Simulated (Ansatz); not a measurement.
Frontier orbitals of C5H3F7 (`F[C@@H]1[C@@H](F)C(F)(F)C(F)(F)[C@H]1F`).

```xyz
15

F    -1.4369    0.5087    1.9381
C    -0.7662   -0.2267    0.9971
C    -1.2011    0.1436   -0.4127
F    -2.3068   -0.5381   -0.8171
C     0.0250   -0.1887   -1.2570
F     0.0099    0.3595   -2.4755
F     0.1452   -1.5242   -1.3904
C     1.1804    0.3231   -0.3747
F     1.2317    1.6700   -0.5073
F     2.3606   -0.1888   -0.7086
C     0.7492    0.0004    1.0698
F     1.3860   -1.1152    1.5276
H    -0.9670   -1.2881    1.1713
H    -1.3973    1.2185   -0.4803
H     0.9873    0.8459    1.7196
```

Total charge 0; spin multiplicity 1. All single points use the PBE0-D4/def2-TZVP geometry. Basis def2-TZVPP, Ansatz.

Orbital energies of one run (eV). Highest occupied ones, from the top: -12.50, -12.91, -13.57, -13.73, -14.79, -15.23, -15.33, -15.51, -15.60, -15.82, -16.00, -16.25, -16.35, -16.90. Empty: 2.20, 3.60, 3.71, 3.85, 4.36, 4.45.

Which functional gave them?
A. r2SCAN
B. BHLYP
C. LC-ωPBE
D. CAM-B3LYP

C. HOMO energies: LC-ωPBE -12.50, CAM-B3LYP -11.28, BHLYP -11.48, r2SCAN -8.33 eV.

LC-ωPBE has ω = 0.4 bohr⁻¹.
